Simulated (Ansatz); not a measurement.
Stepwise reaction of `C[O][Ga]([OH])[O]C` with ammonia, as a gas-phase model of exchange steps in deposition or etching. ΔE in kJ/mol.

Computed with Ansatz on PBE0-D4/def2-TZVP structures; ΔE is electronic, products minus reactants. CCSD(T)/CBS is the MP2 limit (def2-TZVPP, def2-QZVPP) plus CCSD(T) − MP2 in def2-TZVPP, frozen cores. This one scheme is used for every species. Functionals use def2-TZVPP. B3LYP here is the variant with VWN-RPA as its local correlation; programs differ in this. For Ga outer-core shells are correlated without core-valence functions, which leaves a few kJ/mol of doubt a bond. Scalar relativity is left out up to krypton. One conformer a species, not always the lowest.

```
step                                                      reaction  PBE-D4  B3LYP-D4  ωB97M-V  CCSD(T)/CBS
   2  `C[O][Ga]([NH2])[OH]` + NH₃ → `[NH2][Ga]([NH2])[OH]` + CH₃OH    20.3      22.2     19.0         17.2
```

**Question.** Give the row of step 1, `C[O][Ga]([OH])[O]C` + NH₃ → `C[O][Ga]([NH2])[OH]` + CH₃OH. (Best estimate.)

**Answer.** The calculation gave: 
```csv
step,reaction,PBE-D4,B3LYP-D4,ωB97M-V,CCSD(T)/CBS
1,`C[O][Ga]([OH])[O]C` + NH₃ → `C[O][Ga]([NH2])[OH]` + CH₃OH,17.9,19.7,16.3,15.3
```

**Question.** By hand: ΔE of the 2 steps together at CCSD(T)/CBS.

**Answer.** (15.3) + (17.2) = 32.5 kJ/mol, or 16.2 kJ/mol a step.

In ΔE the steps differ by no more than 1.9 kJ/mol. All are uphill at CCSD(T)/CBS. PBE-D4 differs from CCSD(T)/CBS by 2.6 to 3.1 kJ/mol a step. Only this route is followed, and other bonds may react first. Isolated molecules leave out the surface, adducts and barriers. Largest T1 diagnostic: 0.014.
